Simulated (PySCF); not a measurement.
## GaBr and its ions

PBE0; PySCF, no relativity, basis sets Ga def2-TZVPPD, Br def2-TZVPPD. Neutral (UKS): singlet (closed shell), Re = 2.375 Å, ωe = 264 cm⁻¹, De = 4.40 eV, HOMO -7.34 eV, LUMO -1.82 eV.

GaBr⁺ (UKS): doublet (σ ↑), Re = 2.245 Å, ωe = 294 cm⁻¹, De = 0.93 eV to Ga⁺ + Br. The energies at the minima are -4498.52605 hartree for GaBr and -4498.17842 for GaBr⁺.

Work out the adiabatic ionisation energy, without and with harmonic zero-point energies (1 hartree = 27.2114 eV, 1 eV = 8065.5 cm⁻¹), and the change of the bond length.

At PBE0: 0.34763 hartree = 9.459 eV between the minima; the zero-point term (294.0 − 264.0)/2 cm⁻¹ = +0.002 eV makes it 9.461 eV. Re changes by -13.0 pm against the neutral. Minus the HOMO energy is 7.34 eV, -2.12 eV from the value between the minima; self-interaction puts the Kohn–Sham level too high, less so with exact exchange. The electron leaves a σ orbital, and the shorter bond of the ion fits an antibonding orbital, or a change in how ionic the bond is.

GaBr⁻ (UKS): doublet (π ↑), Re = 2.590 Å, ωe = 170 cm⁻¹, De = 1.21 eV to Ga + Br⁻. The energies at the minima are -4498.52605 hartree for GaBr and -4498.53623 for GaBr⁻.

Work out the adiabatic electron affinity, without and with harmonic zero-point energies (1 hartree = 27.2114 eV, 1 eV = 8065.5 cm⁻¹), and the change of the bond length.

At PBE0: 0.01018 hartree = 0.277 eV between the minima; the zero-point term (264.0 − 170.0)/2 cm⁻¹ = +0.006 eV makes it 0.283 eV. Re changes by +21.5 pm against the neutral. The electron enters a π orbital, and the longer bond of the ion fits an antibonding orbital, or a change in how ionic the bond is.

Spin–orbit coupling is left out. For an ion De counts to the pair picked by the measured ionisation energies or electron affinities, which need not be the lowest pair at this level. The highest Kohn–Sham level is positive in this anion. Much of that is self-interaction error, but it also means that the finite basis helps to hold the extra electron. States were picked by a PBE0 search and need not be the measured ground states.
